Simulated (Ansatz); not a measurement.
Isolated molecules relaxed with PBE0-D4/def2-TZVP in Ansatz; ΔE leaves out vibrations. CCSD(T)/CBS is the MP2 limit (def2-TZVPP, def2-QZVPP) plus CCSD(T) − MP2 in def2-TZVPP, frozen cores. This one scheme is used for every species. One conformer a species, not always the lowest.

`C=NB(C)F` + H₂ → `CBF` + `C=N`  (hydrogenolysis of a B–N bond)

`C=NB(C)F`:

Z-matrix (Å, degrees):
```
C
B 1 1.566
H 1 1.090 2 113.5
H 1 1.094 2 110.2 3 121.8
H 1 1.095 2 109.6 3 -121.4
N 2 1.385 1 123.0 3 -2.2
F 2 1.345 1 119.3 3 -178.6
C 6 1.240 2 159.8 1 88.0
H 8 1.098 6 122.6 2 4.2
H 8 1.096 6 121.3 2 -176.0
```

H₂:

Z-matrix (Å, degrees):
```
H
H 1 0.746
```

`CBF`:

```xyz
7

C    -0.283   -0.319    0.540
B     0.354    0.394   -0.684
F     0.764    1.652   -0.593
H    -0.354    0.307    1.431
H     0.292   -1.220    0.782
H    -1.284   -0.681    0.276
H     0.511   -0.134   -1.752
```

`C=N`:

Cartesian coordinates in Å:
```
C 0.055 0.361 0.136
N -0.619 -0.519 -0.464
H 1.044 0.200 0.580
H -0.360 1.367 0.233
H -0.120 -1.409 -0.485
```

```json
{"species": "`C=NB(C)F`", "HF/def2-TZVPP energy (Eh)": "-257.40390"}
{"species": "H₂", "HF/def2-TZVPP energy (Eh)": "-1.13290"}
{"species": "`CBF`", "HF/def2-TZVPP energy (Eh)": "-164.44982"}
{"species": "`C=N`", "HF/def2-TZVPP energy (Eh)": "-94.07170"}
```

(1) Work out ΔE.

Largest T1 diagnostic among the species: 0.013.

Results:

(1) ΔE = (-164.44982) + (-94.07170) − (-257.40390) − (-1.13290) = 0.01528 Eh = +0.42 eV. CCSD(T)/CBS gives +0.62 eV.

At CCSD(T), def2-SVP lies +0.06 eV from the extrapolated value and def2-TZVPP −0.02 eV. Leaving LDA and LC-ωPBE aside and taking each functional with its dispersion term where it has one, the values, not all of them listed here, spread over 0.16 eV, from ωB97X-V to revPBE-D4. LDA lies +0.18 eV from PBE without D4.
